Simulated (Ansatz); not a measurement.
System: GeH2BrF, charge 0, singlet. GeH2BrF (SMILES [Br][GeH2][F]).
B3LYP-D3(BJ)/def2-TZVP minimum from Ansatz (a program for electronic structure):
```
Ge
F 1 1.7426
H 1 1.5298 2 106.78
H 1 1.5298 3 117.14 2 119.57
Br 1 2.3065 3 109.41 4 125.21
```

Total energies in cc-pVDZ, 20 correlated electrons, 29 frozen orbitals. Radicals and triplets start from unrestricted determinants; spin-orbit coupling is neglected. Correlated methods leave the cores frozen (noble-gas shells, and filled d and f shells in the p block). No relativity. Spin-orbit terms, left out, reach several kcal/mol for Br and I, and more for heavier atoms.

```
method    program  energy (Eh)  minus CCSDT(Q) (mEh)
--------  -------  -----------  --------------------
HF         Ansatz  -4748.40157                432.99
MP2        Ansatz  -4748.79884                 35.72
CCSD       Ansatz  -4748.82507                  9.49
CCSD(T)    Ansatz  -4748.83292                  1.64
CCSDT(Q)   Ansatz  -4748.83456                  0.00
```

Rough core times of Ansatz's runs on a shared machine: CCSD(T) under 20 s, CCSDT(Q) 60 s.
